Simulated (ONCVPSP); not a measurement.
# u(r) = r·R(r): atom against pseudo-atom (Cr)

Columns: radius, all-electron u(r) and pseudo u(r) of the 3s shell (level -73.99 eV) of chromium in the configuration [Ne] 3s2 3p6 3d5 4s1; PBE, scalar-relativistic, ONCV scheme, ONCVPSP 4.0.1.

```tsv
r (bohr)	all-electron	pseudo
0.100	-0.1572	0.2100
0.200	-0.6185	0.4134
0.300	-0.3225	0.6029
0.400	0.2175	0.7698
0.500	0.6895	0.9053
0.600	0.9979	1.0017
0.700	1.1460	1.0539
0.800	1.1729	1.0612
0.900	1.1208	1.0275
1.000	1.0243	0.9605
1.100	0.9079	0.8706
1.200	0.7872	0.7684
1.300	0.6716	0.6635
1.400	0.5659	0.5631
1.500	0.4724	0.4717
1.600	0.3914	0.3913
1.700	0.3223	0.3223
1.800	0.2642	0.2641
1.900	0.2157	0.2156
2.000	0.1755	0.1755
2.100	0.1424	0.1424
2.200	0.1153	0.1153
2.300	0.0932	0.0932
2.400	0.0752	0.0752
2.500	0.0606	0.0606
2.600	0.0487	0.0487
```

(1) How many radial nodes do the two functions have?

(2) At about which radius was the pseudo-wave matched?

(3) Is the pseudo-wave norm-conserving?

## Answers

(1) The all-electron 3s function has n − l − 1 = 2 (the table is too coarse to show those close to the nucleus); the pseudo-wave has 0, since the states of the same l below it are removed with the core.

(2) 1.75 bohr. The columns agree to 0.0005 from 1.60 bohr on; several derivatives are matched, so the curves merge somewhat inside the radius.

(3) Yes: the ONCV scheme keeps the norm inside the radius equal to the all-electron one, which fixes the energy derivative of the logarithmic derivative at the level.
